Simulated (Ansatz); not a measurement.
Cost and result up the ladder for Li₂Si₄ (6 atoms). Charge 0, multiplicity 1. Geometry: B3LYP-D4/def2-SVP.

Cartesian coordinates in Å:
```
Li -2.646 -1.482 0.922
Li 0.380 -1.471 -0.683
Si 1.108 0.470 0.992
Si 0.050 1.133 -1.084
Si 2.343 0.895 -0.924
Si -1.235 0.456 0.777
```

Ansatz on 4 threads of Arm Neoverse N1 on a shared host. Times are rough, and most runs start from the orbitals of an earlier one. No level here is sound enough to serve as a yardstick. Binding counts from free atoms at the same level (Li doublet, Si triplet; other spins of the atoms weren't run), without zero-point energy or a counterpoise term.

Correlated methods freeze 20 core orbitals; core or outer-core shells of Li are correlated, in sets that lack core-valence functions. Another isomer (singlet) lies 0.52 eV lower at PBE0-D4/def2-TZVP; other spin states weren't run for this one.

Run but left out: PBE-QIDH/def2-TZVP (restricted singlet, unstable in another Hartree–Fock run and untested here).

Correlated methods converge slowly with the basis.

```
                         level  functions  wall time
PBE-D4/def2-TZVP (with forces)        176      3.6 s
             PBE0-D4/def2-TZVP        176        6 s
           r2SCAN-D4/def2-TZVP        176      7.5 s
          r2SCAN0-D4/def2-TZVP        176        8 s
            CCSD(T)/def2-TZVPP        206       59 s
```

Task: Estimate what each level gives for the binding energy per atom (eV).

Result: 
| level | binding energy per atom (eV) | remarks |
| --- | --- | --- |
| PBE-D4/def2-TZVP (with forces) | 2.71 | restricted SCF unstable in HF |
| PBE0-D4/def2-TZVP | 2.61 | restricted SCF unstable in HF |
| r2SCAN-D4/def2-TZVP | 2.65 | restricted SCF unstable in HF |
| r2SCAN0-D4/def2-TZVP | 2.56 | restricted SCF unstable in HF |
| CCSD(T)/def2-TZVPP | 2.47 | large T1 (0.021), restricted SCF unstable |
